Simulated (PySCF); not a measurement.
CAuO, SMILES O=[C+][Au], charge +1, multiplicity 1. Atoms are numbered in the order given.

```xyz
3

Au     0.0000     0.0000     0.3897
C      0.0000     0.0000    -1.5619
O      0.0000     0.0000    -2.6769
```
Charge +1, spin multiplicity 1.

Geometry optimised at B3LYP-D3(BJ)/def2-TZVP. The multiplicity is an assumed one; other spin states were not compared. The def2 effective core potentials stand for the cores of Au; spin–orbit coupling is left out.

All values below come from r2SCAN/def2-TZVPD run with PySCF.

Isolated molecule, no solvent.

```json
{
 "total_energy": "-248.80489 hartree",
 "point_group": "C∞v",
 "highest_occupied_level": "-14.46 eV",
 "lowest_empty_level": "-10.37 eV",
 "orbital_gap": "4.09 eV",
 "dipole_moment_about_the_centre_of_nuclear_charge": "0.02 D",
 "mean_static_polarisability": "30.6 bohr³ (4.53 Å³)",
 "polarisability_principal_values": "24.6, 24.6, 42.5 bohr³"
}
```
